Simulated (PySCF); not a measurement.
Record of a relaxation.

1-ethynyl-4-fluorobenzene, C8H5F.
Numbering: `[CH:1]#[C:2][c:3]1[cH:4][cH:5][c:6]([F:7])[cH:8][cH:9]1` (hydrogens: H10 on C1; H11 on C4; H12 on C5; H13 on C8; H14 on C9)

Method: PBE0-D3(BJ)/def2-SVP geometry optimisation, gas phase (PySCF 2.14.0); density fitting, grid level 2; the optimiser is geomeTRIC in internal coordinates, started from a GFN2-xTB structure. The frame can shift and turn from step to step; on so coarse a grid that alone can change the energy by a few meV, and forces under 0.02 eV/Å are noise.

Step 0: E = -11071.8048 eV, largest atomic force 1.077 eV/Å
```
atom  x, y, z in Å  |  force x, y, z in eV/Å
C1      3.270   -0.727   -0.131    0.344  -0.076  -0.015
C2      2.099   -0.466   -0.087   -0.781   0.176   0.031
C3      0.718   -0.159   -0.032    0.202  -0.042  -0.003
C4      0.262    1.096   -0.439   -0.141  -0.027   0.023
C5     -1.085    1.397   -0.386   -0.093  -0.077   0.041
C6     -1.966    0.436    0.077   -1.031   0.226   0.038
F7     -3.283    0.727    0.128    0.733  -0.157  -0.028
C8     -1.539   -0.815    0.488   -0.051   0.115  -0.034
C9     -0.192   -1.110    0.432   -0.118   0.084  -0.019
H10     4.293   -0.954   -0.168    1.050  -0.234  -0.040
H11     0.969    1.829   -0.797    0.284   0.280  -0.138
H12    -1.457    2.361   -0.697   -0.202   0.400  -0.125
H13    -2.258   -1.536    0.845   -0.348  -0.285   0.144
H14     0.166   -2.079    0.746    0.150  -0.380   0.125
```

Step 1: E = -11071.8622 eV, largest atomic force 0.185 eV/Å
```
atom  x, y, z in Å  |  force x, y, z in eV/Å
C1      3.432   -0.760   -0.270    0.181  -0.040  -0.004
C2      2.249   -0.496   -0.226   -0.057   0.012   0.001
C3      0.857   -0.187   -0.174   -0.045   0.011   0.003
C4      0.387    1.072   -0.586    0.081   0.056  -0.030
C5     -0.967    1.377   -0.538   -0.059   0.062  -0.017
C6     -1.861    0.417   -0.076    0.180  -0.036  -0.013
F7     -3.155    0.704   -0.033   -0.154   0.032   0.010
C8     -1.427   -0.837    0.339   -0.081  -0.033   0.022
C9     -0.072   -1.134    0.289    0.054  -0.086   0.026
H10     4.482   -0.993   -0.309   -0.094   0.021   0.003
H11     1.101    1.816   -0.947   -0.029  -0.024   0.012
H12    -1.346    2.351   -0.855    0.016  -0.031   0.008
H13    -2.159   -1.565    0.697    0.026   0.021  -0.012
H14     0.284   -2.115    0.611   -0.018   0.033  -0.009
```

Step 2: E = -11071.8628 eV, largest atomic force 0.058 eV/Å
```
atom  x, y, z in Å  |  force x, y, z in eV/Å
C1      3.432   -0.758   -0.270   -0.010   0.003   0.002
C2      2.248   -0.496   -0.225    0.012  -0.020   0.006
C3      0.855   -0.188   -0.173    0.013   0.012  -0.006
C4      0.389    1.072   -0.586   -0.013  -0.015   0.006
C5     -0.966    1.377   -0.540   -0.010  -0.005   0.003
C6     -1.859    0.417   -0.077    0.058   0.005  -0.007
F7     -3.155    0.708   -0.033   -0.042  -0.005   0.006
C8     -1.429   -0.838    0.339   -0.025   0.008   0.000
C9     -0.073   -1.138    0.290    0.014   0.020  -0.009
H10     4.481   -0.989   -0.309    0.004   0.000  -0.001
H11     1.104    1.814   -0.947    0.000  -0.004   0.001
H12    -1.344    2.351   -0.857   -0.001  -0.002   0.000
H13    -2.162   -1.564    0.696   -0.001   0.002  -0.001
H14     0.282   -2.118    0.613    0.000   0.004  -0.001
```

Step 3: E = -11071.8629 eV, largest atomic force 0.048 eV/Å
```
atom  x, y, z in Å  |  force x, y, z in eV/Å
C1      3.433   -0.763   -0.266   -0.047   0.011   0.003
C2      2.250   -0.498   -0.224    0.013   0.012  -0.006
C3      0.857   -0.185   -0.174   -0.021  -0.002   0.003
C4      0.388    1.074   -0.587    0.007  -0.009   0.002
C5     -0.967    1.379   -0.541   -0.008  -0.015   0.006
C6     -1.859    0.417   -0.078   -0.005  -0.010   0.005
F7     -3.158    0.704   -0.032    0.023   0.009  -0.007
C8     -1.428   -0.837    0.338    0.021   0.014  -0.008
C9     -0.071   -1.134    0.289   -0.011  -0.005   0.003
H10     4.480   -0.997   -0.304    0.023  -0.006   0.000
H11     1.102    1.817   -0.948    0.006   0.009  -0.004
H12    -1.346    2.351   -0.858    0.000   0.007  -0.003
H13    -2.160   -1.564    0.695   -0.004  -0.004   0.002
H14     0.284   -2.114    0.611    0.003  -0.011   0.004
```

Step 4: E = -11071.8629 eV, largest atomic force under 0.02 eV/Å
```
atom  x, y, z in Å  |  force x, y, z in eV/Å
C1      3.433   -0.761   -0.267   -0.002   0.000   0.001
C2      2.249   -0.497   -0.223    0.001   0.001  -0.001
C3      0.856   -0.187   -0.173   -0.002   0.000   0.000
C4      0.388    1.073   -0.587    0.004   0.003  -0.002
C5     -0.966    1.378   -0.541    0.002  -0.005   0.002
C6     -1.859    0.418   -0.079   -0.001   0.003  -0.002
F7     -3.156    0.706   -0.034   -0.002  -0.001   0.001
C8     -1.429   -0.837    0.338    0.000  -0.001   0.000
C9     -0.072   -1.136    0.290   -0.003   0.000   0.000
H10     4.480   -0.994   -0.305    0.001  -0.001   0.000
H11     1.103    1.815   -0.947    0.001   0.001  -0.001
H12    -1.344    2.351   -0.858    0.001   0.000  -0.001
H13    -2.161   -1.563    0.695   -0.001   0.000   0.000
H14     0.283   -2.116    0.612    0.000  -0.001   0.001
```

Q: Summarise the path.

A: The energy falls by 1.34 kcal/mol from step 0 to step 4; nine tenths of that is first reached at step 1. It falls at every step. The largest force goes from 1.077 to under 0.02 eV/Å. Among the bonds C1–H10 changes most, from 1.049 to 1.074 Å; the atoms move by 0.024 Å rms after alignment.

Q: Follow the three bonds and two angles with the largest change from start to end.

A: 
```json
{"step": "0", "E above end (kcal/mol)": "1.34", "largest force (eV/Å)": "1.077", "C1–H10 (Å)": "1.049", "C6–F7 (Å)": "1.350", "C1≡C2 (Å)": "1.200", "C4–C3–C9 (°)": "119.8", "C2–C3–C9 (°)": "120.1"}
{"step": "1", "E above end (kcal/mol)": "0.02", "largest force (eV/Å)": "0.185", "C1–H10 (Å)": "1.077", "C6–F7 (Å)": "1.326", "C1≡C2 (Å)": "1.212", "C4–C3–C9 (°)": "118.7", "C2–C3–C9 (°)": "120.7"}
{"step": "2", "E above end (kcal/mol)": "0.00", "largest force (eV/Å)": "0.058", "C1–H10 (Å)": "1.074", "C6–F7 (Å)": "1.329", "C1≡C2 (Å)": "1.213", "C4–C3–C9 (°)": "118.9", "C2–C3–C9 (°)": "120.7"}
{"step": "3", "E above end (kcal/mol)": "0.00", "largest force (eV/Å)": "0.048", "C1–H10 (Å)": "1.074", "C6–F7 (Å)": "1.330", "C1≡C2 (Å)": "1.213", "C4–C3–C9 (°)": "118.8", "C2–C3–C9 (°)": "120.5"}
{"step": "4", "E above end (kcal/mol)": "0.00", "largest force (eV/Å)": "under 0.02", "C1–H10 (Å)": "1.074", "C6–F7 (Å)": "1.330", "C1≡C2 (Å)": "1.213", "C4–C3–C9 (°)": "118.8", "C2–C3–C9 (°)": "120.6"}
```

The cost below is that of the whole optimisation. Time: 97 s; peak memory 0.74 GiB. Hardware: one thread, Intel Xeon Platinum 8259CL at 2.50 GHz (x86_64), no GPU, on a shared host.
